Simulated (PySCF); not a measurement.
H3SbTe2, SMILES [SbH]([TeH])[TeH].

The structure is a stationary point at PBE0-D3(BJ)/def2-SVP. The structure was generated by enumeration; whether it is a known compound was not checked. The def2 effective core potentials stand for the cores of Sb, Te; spin–orbit coupling is left out.

These are PBE/def2-TZVP (PySCF) values and carry that method's errors.

Isolated molecule, no solvent.

Computed frontier levels, gap, dipole moment and polarisability:
```
Quantity                                                                                                         Result
---------------------------------------------------------------------------------------------  ------------------------
highest occupied level                                                                                         -5.31 eV
lowest empty level                                                                                             -2.62 eV
orbital gap                                                                                                     2.69 eV
dipole moment                                                                                                    0.92 D
quadrupole, principal values (traceless, Buckingham form, about the centre of nuclear charge)    -3.81, -1.60, 5.41 D·Å
mean static polarisability                                                                       132.8 bohr³ (19.68 Å³)
polarisability, principal values                                                               95.8, 113.2, 189.4 bohr³
```
